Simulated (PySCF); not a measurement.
Atoms are numbered as in `[PH2:1][Si@@H:2]1[CH2:3][CH2:4][C:5]12[CH2:6][CH2:7]2`. Each H is labelled by its parent atom. Ha(C3), Ha(C4) are cis to P1 on the ring; Ha(C6), Ha(C7) are pro-R; Hb(C6), Hb(C7) are pro-S; Hb(C3), Hb(C4) are trans to P1 on the ring.

PySCF 2.14 calculation with shieldings: GIAO PBE0/pcSseg-1 and coordinates at the GFN2-xTB level; non-relativistic Hamiltonian, in vacuum, single conformer, fast rotation and ring inversion assumed for equivalent nuclei.

δ = σ(ref) − σ, references computed at the same level: $^{13}$C (σref 186.93) against TMS.

Problem. Do the $^{13}$C shifts follow the atomic charges (in e)? Tabulate both.

Solution. 
```tsv
atoms	hybridisation	δ (ppm)	σ para (ppm)	Hirshfeld	IAO	Mulliken	ESP-fitted
C4	sp3	34.3	-96	-0.07	-0.25	-0.09	+0.17
C5	sp3	17.5	-86	-0.09	-0.26	-0.64	-0.15
C6	sp3	17.2	-81	-0.09	-0.28	-0.14	-0.24
C7	sp3	16.6	-82	-0.09	-0.28	-0.14	-0.29
C3	sp3	10.5	-78	-0.16	-0.53	-0.51	-0.67
```

Correlation coefficients of δ with charge over these carbons: Hirshfeld +0.74, IAO +0.62, Mulliken +0.54, ESP-fitted +0.92; with the paramagnetic shielding -0.97. With so few points these coefficients are fragile. Charge is one influence among several: hybridisation and low-lying excitations act through the paramagnetic term.

Shifts are as computed. Against solution values, carbons near 30 ppm lie about +3 ppm off and those near 130 ppm about +5 ppm. Of 1211 compounds with measured shifts, 218 miss one by over three times the rms of a fit or turn the order of signals round; such compounds aren't used in these exercises.
